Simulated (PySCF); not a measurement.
Cartesian coordinates in Å; atom numbers follow the order of the lines, from 1:
```xyz
13

Si   -1.3701   -1.4000   -0.4673
P    -0.2430   -0.1722    1.0120
Si   -0.5865    1.9064    0.2841
Si    1.8740   -0.5509    0.4542
Cl    2.2920   -0.1871   -1.4844
H    -2.7817   -1.0983   -0.2429
H    -1.0047   -1.0964   -1.8527
H    -1.0598   -2.7952   -0.1617
H    -1.9981    2.1929    0.5283
H     0.2850    2.7670    1.0822
H    -0.2820    2.0625   -1.1398
H     2.1578   -1.9590    0.7104
H     2.7126    0.3307    1.2598
```

[PySCF: GIAO PBE0/pcSseg-1 shieldings; GFN2-xTB geometry; averaged over atoms made equivalent by symmetry, fast rotation or ring inversion; one computed conformer; in vacuum; no relativistic terms]

References, each an isolated molecule treated in the same way: TMS for 1H (σref 31.72) and 29Si (σref 349.16); 31P (σref 318.38) against H3PO4; HCl for 35Cl (σref 949.78).

| atoms | nucleus | count | Hirshfeld charge | δ (ppm) |
| --- | --- | --- | --- | --- |
| H12/H13 | 1H | 2 | -0.07 | 5.51 |
| H6/H7/H8/H9/H10/H11 | 1H | 6 | -0.07 | ? |
| Cl5 | 35Cl | 1 | -0.11 | -39 |
| Si4 | 29Si | 1 | 0.28 | ? |
| P2 | 31P | 1 | -0.12 | -322.3 |
| Si1/Si3 | 29Si | 2 | 0.26 | -83.5 |

Problem. Fill in the missing shifts.

Solution. 
- H6/H7/H8/H9/H10/H11: 4.20 ppm, hydrogen on a silicon bonded to P
- Si4: -16.8 ppm, silicon bonded to Cl, P, 2 H

Experimental scales use liquid or dissolved standards, which lie at an offset from isolated H3PO4.
